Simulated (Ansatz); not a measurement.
Geometry optimisation, Ansatz, RKS PBE-D4/def2-SVP.

Input file:

```yaml
crystal:
  periodic: [false, false, false]
  atoms:
    - { symbol: B, position_ang: [0.0, 0.0, 0.0] }
    - { symbol: H, position_ang: [0.0, 0.0, 1.54] }
    - { symbol: "N", position_ang: [1.3423, 0.0, -0.775] }
    - { symbol: H, position_ang: [1.8089, -0.9179, -1.0268] }
    - { symbol: H, position_ang: [1.7937, 0.9179, -1.0532] }
    - { symbol: F, position_ang: [-1.1431, 0.0, -0.66] }
    - { symbol: P, position_ang: [0.0991, 2.0949, 0.6969] }
    - { symbol: H, position_ang: [0.6595, 2.1347, 2.001] }
    - { symbol: H, position_ang: [0.9104, 2.8515, -0.1895] }
    - { symbol: H, position_ang: [0.0413, 0.873, 1.6712] }
basis:
  gaussian: { orbitals: def2-SVP }
hamiltonian:
  xc: pbe
  dispersion: d4
relax:
  f_tol: 0.15
  max_steps: 25
  restrain:
    - { distance: [0, 6], at: 1.91, k: 30.0 }
    - { distance: [9, 1], at: 0.66, k: 30.0 }
    - { distance: [0, 1], at: 2.39, k: 30.0 }
    - { distance: [9, 6], at: 2.62, k: 30.0 }
```

Launched with:

```bash
$ ansatz run input.yaml --threads 2 --pin off --max-ram 3072MiB --backend cpu --events-out ev --progress --plain --runs-dir out
```

Where does it end, and by what steps?

The run converged. The restraints hold the end off the free minimum. After 18 steps the energy has fallen by 4.811 eV (the restraints' own energy left out); H8 moved furthest, 1.04 Å. Parted: P7–H10.

```csv
step,energy less start (eV),largest force component (eV/Å),accepted
0,0.0000,3.983,yes
1,-1.4173,5.406,yes
2,-2.5065,4.989,yes
3,-3.5796,2.767,yes
4,-4.3722,1.579,yes
5,-4.6079,1.770,yes
6,-4.6713,1.782,yes
7,-4.7367,1.720,yes
8,-4.7411,1.740,yes
9,-4.8044,0.744,no
10,-4.7693,1.362,yes
11,-4.7805,1.305,yes
12,-4.7969,1.028,no
13,-4.7772,1.458,yes
14,-4.7849,1.394,yes
15,-4.7943,1.289,yes
16,-4.8014,1.361,yes
17,-4.8091,1.372,no
18,-4.8105,1.392,yes
```

```xyz
10
Properties=species:S:1:pos:R:3
B 0.177 0.616 -0.287
H -0.383 -0.311 1.851
N 1.411 0.094 -0.715
H 1.481 -0.798 -1.209
H 2.299 0.577 -0.582
F -0.938 -0.105 -0.565
P -0.032 2.281 0.668
H 1.312 2.268 1.201
H 0.366 3.110 -0.452
H -0.180 0.223 2.294
```

Run time: 30 s on 2 threads of Arm Neoverse V1, on a shared host, peak memory 0.14 GiB.
